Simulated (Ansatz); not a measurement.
Harmonic frequencies (cm⁻¹) at PBE0-D4/def2-TZVP from Ansatz: 443, 478, 542, 687, 893, 1005, 1451, 1509, 3902.

Each molecule was computed in one conformer, which needn't be the lowest.

Question: Which molecule is it?
A. `OB(F)Br`
B. `SB(Cl)Br`
C. `BS`
D. `OB(F)F`

Answer: D.
